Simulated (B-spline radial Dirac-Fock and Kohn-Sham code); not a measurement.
# How the levels of hafnium move as electrons are removed

Method: relaxed Dirac-Fock hole states (ΔSCF) with Breit and QED corrections and a finite nucleus. Computed with a B-spline atomic structure program. Each ion is free and in its tabulated ground configuration. Electron correlation is not included.

Reference: Hf²⁸⁺, [Kr] 4d8, with L1 (2s) 12297.9 eV, L3 (2p3/2) 10579.5 eV, M1 (3s) 3620.2 eV, M3 (3p3/2) 3124.7 eV, N4,5 (4d) 1102.9 eV, Kα1 (K-L3) 55771.9 eV, Kβ1 (K-M3) 63226.7 eV, Lℓ (L3-M1) 6959.3 eV. Shifts from it, in eV (a dash: the subshell is empty, belongs to an open shell averaged over j, or its hole state is left out as unreliable):

```
  ion      configuration  L1 (2s)  L3 (2p3/2)  M1 (3s)  M3 (3p3/2)  N4,5 (4d)    Kα1     Kβ1      Lℓ
Hf²⁹⁺           [Kr] 4d7    +65.1       +65.3    +59.8       +59.6      +48.7  +0.56   +6.26   +5.49
Hf³⁰⁺           [Kr] 4d6   +131.4      +131.7   +120.4      +120.0      +98.1  +1.17  +12.83  +11.24
Hf³¹⁺           [Kr] 4d5   +198.8      +199.2   +182.0      +181.3     +148.1  +1.84  +19.72  +17.25
Hf³²⁺           [Kr] 4d4   +267.4      +267.9   +244.4      +243.6     +198.8  +2.56  +26.94  +23.52
Hf³³⁺           [Kr] 4d3   +337.1      +337.8   +307.7      +306.7     +250.1  +3.34  +34.48  +30.05
Hf³⁴⁺           [Kr] 4d2   +408.0      +408.8   +372.0      +370.6     +302.0  +4.18  +42.35  +36.85
Hf³⁵⁺           [Kr] 4d1   +480.0      +481.0   +437.0      +435.5     +354.5  +5.08  +50.56  +43.92
Hf³⁶⁺  [Ar] 3d10 4s2 4p6        ?           ?        ?           ?          ?      ?       ?       ?
```

**Question.** Give the missing shifts for Hf³⁶⁺.

**Answer.** L1 (2s) +553.1, L3 (2p3/2) +554.2, M1 (3s) +503.0, M3 (3p3/2) +501.2, N4,5 (4d) –, Kα1 +6.05, Kβ1 +59.10, Lℓ +51.26 (eV).

Over this range L1 (2s) moves by +553.1 eV and Kα1 by +6.0 eV: a line is a difference of two levels that shift in the same direction.
